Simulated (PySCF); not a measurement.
FOY. Atoms are numbered in the order given.

```xyz
3

Y      0.3063     0.0944     0.0000
O     -0.8470     1.4880     0.0000
F     -0.5745    -1.7318     0.0000
```

The structure is a stationary point at PBE0-D3(BJ)/def2-TZVP. The def2 effective core potentials stand for the cores of Y; spin–orbit coupling is left out.

Computed with PBE/def2-TZVPD in PySCF.

Symmetry labels are those of the subgroup Cs that the program uses (full group Cs).

Computed valence orbital energies around the gap with their symmetry:
```tsv
orbital	symmetry	energy (eV)
HOMO−7	A'	-25.01
HOMO−6	A'	-18.64
HOMO−5	A'	-8.31
HOMO−4	A"	-8.07
HOMO−3	A'	-7.99
HOMO−2	A"	-5.87
HOMO−1	A'	-5.68
HOMO	A'	-5.34
LUMO	A'	-3.00
LUMO+1	A"	-1.56
LUMO+2	A'	-1.49
LUMO+3	A'	-0.37
```
